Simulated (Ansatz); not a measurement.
Reaction (formal exchange of groups at the Si–B bond): `B[SiH2]C(=N)O` + SiH₄ → `N=C(O)[SiH2][SiH3]` + BH₃

Isolated molecules relaxed with PBE0-D4/def2-TZVP in Ansatz; ΔE leaves out vibrations. CCSD(T)/CBS is the MP2 limit (def2-TZVPP, def2-QZVPP) plus CCSD(T) − MP2 in def2-TZVPP, frozen cores. This one scheme is used for every species. One conformer a species, not always the lowest.

```tsv
species	CCSD/CBS(def2) energy (Eh)
`B[SiH2]C(=N)O`	-485.31481
SiH₄	-291.45922
`N=C(O)[SiH2][SiH3]`	-750.23715
BH₃	-26.54949
```

**Question.** Work out ΔE.

**Answer.** ΔE = (-750.23715) + (-26.54949) − (-485.31481) − (-291.45922) = -0.01261 Eh = -33.1 kJ/mol. CCSD(T)/CBS gives -34.2 kJ/mol.

Largest T1 diagnostic among the species: 0.015.

The D4 term adds −4.1 kJ/mol with B3LYP and −2.4 kJ/mol with PBE0; it sums over pairs of atoms, weighted by their polarisabilities, and B3LYP, whose exchange is more repulsive, gets the larger term.

B3LYP here is the variant with VWN-RPA as its local correlation; programs differ in this.
